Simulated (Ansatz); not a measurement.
Saddle point of BNH4Cl2O, closed shell (BHCl₂O ([OH][B]([Cl])[Cl]) + NH₃ → BNH₂Cl₂ ([NH2][B]([Cl])[Cl]) + H₂O; bonds formed: O2–H5; dative contacts that become bonds: B1–N6; bonds broken: B1–O2, H5–N6), PBE0-D4/def2-TZVP structure:

```xyz
9
angstrom
B -0.3790 -0.4537 0.1410
O -0.9260 0.7915 -0.6591
Cl -0.8168 -1.9894 -0.6992
Cl -0.9301 -0.3241 1.8780
H 0.2131 0.9646 -0.5816
N 1.0807 0.0085 -0.0607
H -1.4748 1.3632 -0.1102
H 1.6004 0.1942 0.7855
H 1.6325 -0.5547 -0.6936
```

Energies are electronic, without zero-point energy. Barriers and step energies count from the start structure reached by relaxing down the imaginary mode; all methods use the PBE0-D4 structures, on which another method's saddle can fall below an end. Computed with Ansatz 0.2.0 (basis: def2-TZVPP, with def2-QZVPP for the basis limit); correlated methods freeze the cores. B3LYP uses VWN-RPA correlation. Extrapolation: Hartree–Fock as exp(−7.88 √X), correlation as X^−2.97.

| method | barrier (eV) | step energy (eV) |
| --- | --- | --- |
| SPW92 | 1.060 | 0.975 |
| PBE-D4 | 1.211 | 0.678 |
| BLYP-D4 | ? | 0.559 |
| r2SCAN-D4 | 1.346 | 0.753 |
| B97M-V | 1.458 | 0.684 |
| PBE0-D4 | 1.345 | 0.765 |
| B3LYP-D4 | 1.411 | 0.637 |
| r2SCAN0-D4 | 1.429 | 0.808 |
| BHLYP-D4 | ? | 0.724 |
| CAM-B3LYP-D4 | 1.412 | 0.713 |
| wB97X-V | 1.410 | 0.756 |
| wB97M-V | 1.393 | 0.736 |
| B2PLYP | 1.427 | 0.658 |
| PBE-QIDH | 1.425 | 0.823 |
| RPA on PBE | ? | 0.673 |
| HF | 1.878 | 0.609 |
| MP2 | 1.391 | 0.759 |
| CCSD | 1.507 | 0.716 |
| CCSD(T) | 1.435 | 0.727 |

(1) Fill in the withheld barriers. (To be estimated.)

T1 diagnostic: at most 0.011.

Results:

(1) The calculation gives: BHLYP-D4 1.572; BLYP-D4 1.315; RPA on PBE 1.394 eV. Each is the energy of the saddle less that of the start structure, by the same method.

For comparison, the barrier by CCSD(T) at an estimated basis limit (MP2 extrapolated from triple and quadruple zeta, plus CCSD(T) − MP2 in triple zeta) is 1.454 eV.

Labels in which every atom is bracketed show which atoms are joined, not bond orders.

For scale, one of the runs: CCSD(T)/def2-TZVPP, 233 basis functions, launched by `ansatz run in.yaml --threads 4 --pin off --events-out ev --progress --plain --max-ram 9574MiB`. Hardware: 4 CPU threads of an Arm Neoverse V1, shared host. Wall time 2.2 min; peak host memory 4.1 GiB.
